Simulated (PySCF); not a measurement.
C10H11N.
Atom-mapped SMILES: `[CH2:1]=[C:2]=[C:3]([CH3:4])[n:5]1[cH:6][cH:7][cH:8][c:9]1[CH:10]=[CH2:11]`

Cartesian coordinates in Å at the GFN2-xTB level; atoms count from 1:
```xyz
22
C10H11N angstrom
C     -1.7530   -1.2425    2.1263
C     -1.4465   -0.8684    0.9258
C     -1.1953   -0.5307   -0.3116
C     -2.0237   -1.0707   -1.4487
N     -0.1648    0.3595   -0.6622
C     -0.2459    1.2636   -1.6781
C      0.8981    2.0148   -1.6975
C      1.7137    1.5504   -0.6558
C      1.0430    0.5247   -0.0179
C      1.4930   -0.3333    1.0467
C      2.5372   -0.0807    1.8311
H     -2.4727   -0.7003    2.7209
H     -1.2964   -2.0991    2.6001
H     -2.6093   -1.9201   -1.1076
H     -2.7110   -0.3125   -1.8233
H     -1.3747   -1.3851   -2.2645
H     -1.1123    1.3303   -2.3049
H      1.1242    2.8069   -2.3839
H      2.6932    1.9088   -0.4098
H      0.9318   -1.2487    1.1810
H      3.1095    0.8261    1.7412
H      2.8515   -0.7736    2.5918
```

NICS is the negative of the GIAO shielding at a point without a nucleus: at the ring centre (0) and 1 Å above and below it (1); zz is the component along the ring normal. Level: GIAO PBE0/pcSseg-1 (PySCF, non-relativistic, gas phase) on the GFN2-xTB geometry, one conformer.

Ring bond lengths (Å), with Mayer bond orders in brackets: N5–C6 1.362 (1.15), C6–C7 1.369 (1.49), C7–C8 1.402 (1.40), C8–C9 1.382 (1.44), C9–N5 1.379 (1.02).

Q: Give the NICS values of each ring in ppm.

A: 
```tsv
ring	type	NICS(0)	NICS(1), two faces	NICS(1)zz, two faces	rms pucker (Å)	centre to ring atoms, mean (Å)
N5–C6–C7–C8–C9	5-membered ring with N; formal bonds all aromatic	-11.9	-10.2 / -9.9	-26.1 / -25.3	0.00	1.17
```

Q: What do they say, and how far can they be read as aromaticity?

A: 
- N5–C6–C7–C8–C9: mean NICS(1)zz -25.7 ppm, shielded, aromatic by this magnetic criterion (flat ring, no four-coordinate atom).

Q: How equal are the bonds by HOMA? Use HOMA with the parameters of Krygowski (1993).

A: 
- N5–C6–C7–C8–C9: HOMA 0.92; the largest term is that of C9–N5, α(R − Ropt)² = 0.19. The geometric and the magnetic index point the same way.

Q: Give the inner angles of the rings and the Hirshfeld charges of the ring atoms.

A: 
- N5–C6–C7–C8–C9: N5 108.7° (+0.002 e), C6 109.0° (-0.035 e), C7 107.1° (-0.095 e), C8 107.9° (-0.091 e), C9 107.4° (+0.018 e); sum 540.0° against 540° for a flat convex ring.

Q: What are the shieldings of the ring atoms and their hydrogens in the same run (means over atoms taken as equivalent)?

A: 
```csv
atoms,environment,σ isotropic (ppm)
N5,pyrrole-type nitrogen,76.6
C6,aromatic CH next to a ring nitrogen,66.4
C7,aromatic CH carbon,69.9
C8,aromatic CH carbon,72.5
C9,substituted aromatic carbon,50.0
H17,aromatic hydrogen,25.11
H18,aromatic hydrogen,25.15
H19,aromatic hydrogen,24.82
```
